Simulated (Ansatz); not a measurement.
```yaml
crystal:
  periodic: [false, false, false]
  atoms:
    - {symbol: O, position_ang: [1.576607, -1.845724, 1.636813]}
    - {symbol: C, position_ang: [0.462435, -1.417774, 1.481015]}
    - {symbol: Si, position_ang: [0.115632, 0.445908, 1.121561]}
    - {symbol: Si, position_ang: [-0.002455, 0.673650, -1.203659]}
    - {symbol: O, position_ang: [-1.102022, -0.440275, -1.691277]}
    - {symbol: Cl, position_ang: [-0.617672, 2.582125, -1.688516]}
    - {symbol: H, position_ang: [-0.407649, -2.115534, 1.507939]}
    - {symbol: H, position_ang: [-1.194422, 0.831721, 1.710379]}
    - {symbol: H, position_ang: [1.220958, 1.265544, 1.675444]}
    - {symbol: H, position_ang: [1.296164, 0.493417, -1.899841]}
    - {symbol: H, position_ang: [-1.282274, -0.530158, -2.629356]}
basis:
  gaussian: {orbitals: def2-SVP}
hamiltonian: {xc: {name: wB97X-V}}
```

```sh
$ ansatz run in.yaml --threads 4 --pin off --events-out ev --progress --plain --max-ram 10444MiB
```

It prints (some lines left out):

```
Functional definition: wB97X-V
1152 factors; integrals over basis functions are off by at most 1.3e-3 eV
350 factors; integrals over basis functions are off by at most 7.6e-6 eV
mean field evaluation 1: about -33467.1545 eV, gradient 5.5e1 eV
mean field evaluation 2: about -33465.0362 eV, gradient 6.8e1 eV
mean field evaluation 4: about -33472.9771 eV, gradient 3.6e0 eV
mean field evaluation 8: about -33473.1021 eV, gradient 1.9e-1 eV
mean field evaluation 16: about -33473.1024 eV, gradient 4.8e-4 eV
mean field -33473.10242333 eV, -1230.1138251737 hartree, gradient 1.9e-5 eV, S^2 0.000000; 0 other end points of the search recorded, 0 dependent functions left out
reference -33473.10242153 eV, -1230.1138251076 hartree; 36, 36 occupied and 85, 85 virtual orbitals, 1152 factors
Total energy: -33473.10242153 eV, -1230.1138251076 hartree
```

Hardware: 4 threads of an Arm Neoverse V2 on a shared host. Wall time 5.5 s, peak host memory 0.39 GiB.
